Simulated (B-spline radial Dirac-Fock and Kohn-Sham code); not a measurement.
Model: ΔSCF Dirac-Fock with Breit, self-energy and vacuum polarisation, finite nucleus, configuration average. Program: an atomic code on a B-spline grid. Free neutral atoms.

Q: Order these X-ray lines by photon energy, lowest first.
A. Tm Kβ3
B. Eu Kβ3
C. Hg Kβ3
D. Er Kβ1
E. Yb Kα2
F. La Kβ3

A: F (37714.5 eV), B (46900.4 eV), E (51349.9 eV), D (55667.5 eV), A (57294.9 eV), C (79813.2 eV).

Values without a named source are computed, but for edge energies of neutral atoms, which are taken from tables.
